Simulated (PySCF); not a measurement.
**Pauling's electronegativity from computed bond energies: partners of Na**

PBE in PySCF with def2-SVPD on every atom (core potentials on Rb, Cs), for the lowest determinant that a PBE0 search found; no spin–orbit coupling. De of Na2 is 0.80 eV.

| B | De(B₂) (eV) | De(NaB) (eV) |
| --- | --- | --- |
| F | 2.19 | 5.06 |
| Cs | 0.48 | 0.65 |
| H | 4.45 | 1.85 |
| Cl | 2.52 | 4.19 |
| Rb | 0.53 | 0.67 |

**Question.** With Δ = De(NaB) − [De(Na₂) + De(B₂)]/2, give Δ and the electronegativity difference √(Δ/eV).

**Answer.** 

| B | Δ (eV) | √Δ |
| --- | --- | --- |
| F | 3.56 | 1.89 |
| Cs | 0.01 | 0.10 |
| H | -0.78 | none (Δ < 0) |
| Cl | 2.53 | 1.59 |
| Rb | 0.01 | 0.07 |

The rule was made for single bonds and measured bond energies; here it is fed with computed well depths. With the arithmetic mean Δ turns negative when the two homonuclear bonds differ much, as for alkali hydrides.

Closed-shell solutions of metal pairs were not tested for spin polarisation, which can lower them a little. Weak bonds: Cs2. Basis-set superposition, not corrected here, can be much of De in a small basis, most of all at correlated wavefunction levels. Functionals without a dispersion term scatter widely for such bonds, and LDA overbinds them. These are scalar-relativistic numbers at best; spin–orbit coupling would shift them, the dissociation energy most.
